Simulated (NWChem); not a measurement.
GeSi2H8; SMILES [SiH3][SiH2][GeH3]

```xyz
11

Si     0.5043    -2.4044    -0.0047
Si    -0.9673    -0.5764     0.0079
Ge     0.2358     1.4849    -0.0010
H     -0.2464    -3.6976    -0.0012
H      1.3671    -2.3513    -1.2251
H      1.3838    -2.3544     1.2039
H     -1.8338    -0.6376     1.2275
H     -1.8535    -0.6365    -1.1975
H      1.1219     1.5786    -1.2580
H      1.1446     1.5762     1.2399
H     -0.7287     2.6860     0.0090
```
Atoms are numbered in this order, from 1.

Level: PBE0/def2-SVP (NWChem), optimised geometry, unscaled harmonic frequencies. 

### Question
List the harmonic frequencies with IR intensities, and the thermochemistry.

### Answer
```csv
frequency (cm⁻¹),IR intensity (km/mol)
81,0.0
86,0.9
95,0.0
311,15.9
332,0.5
407,0.0
416,11.1
448,8.1
540,7.5
569,9.0
695,0.0
700,291.6
804,145.6
867,227.8
887,21.8
887,22.8
912,17.1
934,34.8
937,63.4
2147,83.0
2154,85.2
2154,96.6
2211,75.7
2220,31.6
2223,47.5
2234,97.7
2235,131.9
```

```json
{
 "zero_point_energy": "40.7 kcal/mol",
 "thermal correction to the enthalpy at 298.15 K (with zero-point energy)": "46.2 kcal/mol",
 "heat capacity Cv": "26.9 cal/(mol K)",
 "entropy at 298.15 K and 1 atm (symmetry number 1)": "87.3 cal/(mol K)",
 "dipole_moment": "0.06 D"
}
```

Rigid rotor and harmonic oscillator; modes under 100 cm⁻¹ make the entropy uncertain.
